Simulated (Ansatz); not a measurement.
CH3BN2 can be A, `N=C1BN1`, or B, `BN=C=N`.

Isolated molecules relaxed with PBE0-D4/def2-TZVP in Ansatz; ΔE leaves out vibrations. CCSD(T)/CBS adds triple-zeta CCSD(T) − MP2 to the extrapolated MP2 energy (def2 sets, frozen cores). Functionals use def2-TZVPP. Each species was taken in one conformer, which may not be the lowest.

A:

Z-matrix (Å, degrees):
```
C
B 1 1.512
N 1 1.406 2 56.4
N 1 1.256 2 162.1 3 -180.0
H 2 1.182 1 159.9 3 180.0
H 3 1.010 1 140.8 2 -180.0
H 4 1.020 1 112.2 2 180.0
```

B:

```xyz
7

B     0.678    1.200   -0.753
N     0.144    0.074   -0.143
C    -0.354   -0.859    0.415
N    -0.767   -1.898    0.905
H     0.248    2.277   -0.462
H     1.555    1.063   -1.554
H    -1.505   -1.857    1.594
```

Problem. Which isomer does CCSD(T)/CBS put lower? Give the gap. (Best estimate.)

Solution. The calculation gave: B, by 97.7 kJ/mol.

Problem. Give E(B) − E(A) in kJ/mol with B2PLYP, CCSD(T)/def2-TZVPP, r2SCAN-D4, PBE-D4, BLYP-D4, MP2/def2-TZVPP, HF/def2-TZVPP. (An estimate is asked.)

Solution. The calculation gave: B2PLYP -118.1, CCSD(T)/def2-TZVPP -102.8, r2SCAN-D4 -112.7, PBE-D4 -105.2, BLYP-D4 -127.7, MP2/def2-TZVPP -105.6, HF/def2-TZVPP -131.4. None reverses the order clearly.

Problem. Does the order hold for the free energy at 298.15 K (harmonic terms from PBE0-D4)? (Best estimate.)

Solution. Ansatz gave: Yes: G(B) − G(A) = -107.2 kJ/mol, for one conformer each.

Largest T1 diagnostic: 0.017.

In def2-TZVPP, CCSD(T) changes the Hartree–Fock value by +28.6 kJ/mol (the triples alone add −0.3 kJ/mol) and MP2 by +25.8 kJ/mol. Leaving LDA and LC-ωPBE aside and taking each functional with its dispersion term where it has one, the values, not all of them listed here, spread over 30.3 kJ/mol, from BLYP-D4 to ωB97X-V. LDA lies +12.8 kJ/mol from PBE without D4.
